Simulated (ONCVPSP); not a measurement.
**Configuration tests for V (ONCV)**

```json
{
  "Element": "vanadium (V)",
  "Generator": "ONCVPSP 4.0.1",
  "Type": "optimised norm-conserving Vanderbilt (ONCV)",
  "Functional": "PBEsol",
  "Relativity": "fully relativistic",
  "Frozen core": "[Ne]",
  "Valence charge": "13",
  "Reference configuration": "3s2 3p6 3d3 4s2",
  "Partial waves": "3s+4s: rc 1.50 bohr, ncon 4, nbas 8, qcut 9.6 1/bohr, 2 projectors; 3p: rc 1.60 bohr, ncon 3, nbas 7, qcut 10.7 1/bohr, 2 projectors, debl 1.5 Ha; 3d: rc 1.55 bohr, ncon 3, nbas 8, qcut 8 1/bohr, 2 projectors, debl 0.8 Ha",
  "Local potential": "polynomial inside 1.20 bohr (lpopt 5, dvloc0 -1 Ha)",
  "Core correction": "Teter function, fcfact 1.75, rcfact 1.6"
}
```

Open shells are filled in proportion to 2j + 1.

In the p channel the program set the typed energies aside and used -1.605, 0.250 Ha (j = l + 1/2; the other j can differ).

Energies are relative to the spin-unpolarised reference configuration 3s2 3p6 3d3 4s2; without spin polarisation the order of configurations can differ from experiment.

(1) Give the all-electron excitation energy and the error of the potential for: 3s2 3p6 3d3 4s1; 3s2 3p6 3d3 4s0; 3s2 3p6 3d2 4s0; 3s1 3p6 3d3 4s2.

Levels in the configuration 3s1 3p6 3d3 4s2:

| level | all-electron (eV) | pseudo (eV) |
| --- | --- | --- |
| 3s j=1/2 | -85.019 | -85.386 |
| 3p j=3/2 | -58.347 | -58.584 |
| 3p j=1/2 | -59.219 | -59.462 |
| 3d j=5/2 | -18.587 | -18.532 |
| 3d j=3/2 | -18.669 | -18.614 |
| 4s j=1/2 | -12.703 | -12.722 |

Results:

(1)

| valence configuration | charge | ΔE all-electron (eV) | error AE − PS (meV) |
| --- | --- | --- | --- |
| 3s2 3p6 3d3 4s1 | +1 | 7.750 | +0.8 |
| 3s2 3p6 3d3 4s0 | +2 | 21.954 | +3.3 |
| 3s2 3p6 3d2 4s0 | +3 | 50.803 | +38 |
| 3s1 3p6 3d3 4s2 | +1 | 77.229 | -179 |
